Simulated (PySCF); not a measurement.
C3H5ClOSi, SMILES Cl[Si@@H]1CC=CO1. Geometry: B3LYP-D3(BJ)/def2-SVP. The structure was generated by enumeration; whether it is a known compound was not checked. Other conformers were not sampled.

Task: Give the equilibrium geometry at B3LYP-D3(BJ)/def2-SVP (PySCF confirms it by a frequency run) as bond lengths and angles. (The exact figures need the calculation; the answer reports its results.)

Result: One answer among several that fit: 
Atoms: Cl1 Si2 C3 C4 C5 O6 H7 H8 H9 H10 H11. Bond lengths (Å): Cl1–Si2 2.073, Si2–C3 1.889, Si2–O6 1.699, Si2–H7 1.478, C3–C4 1.517, C3–H8 1.105, C3–H9 1.103, C4–C5 1.342, C4–H10 1.092, C5–O6 1.376, C5–H11 1.092. Angles (°): Cl1–Si2–C3 112.9, Cl1–Si2–O6 110.1, Cl1–Si2–H7 107.5, C3–Si2–O6 95.9, C3–Si2–H7 119.9, O6–Si2–H7 110.0, Si2–C3–C4 100.0, Si2–C3–H8 112.1, Si2–C3–H9 112.7, C4–C3–H8 112.2, C4–C3–H9 112.9, H8–C3–H9 106.9, C3–C4–C5 115.4, C3–C4–H10 122.6, C5–C4–H10 122.0, C4–C5–O6 119.0, C4–C5–H11 126.6, O6–C5–H11 114.3, Si2–O6–C5 109.0.
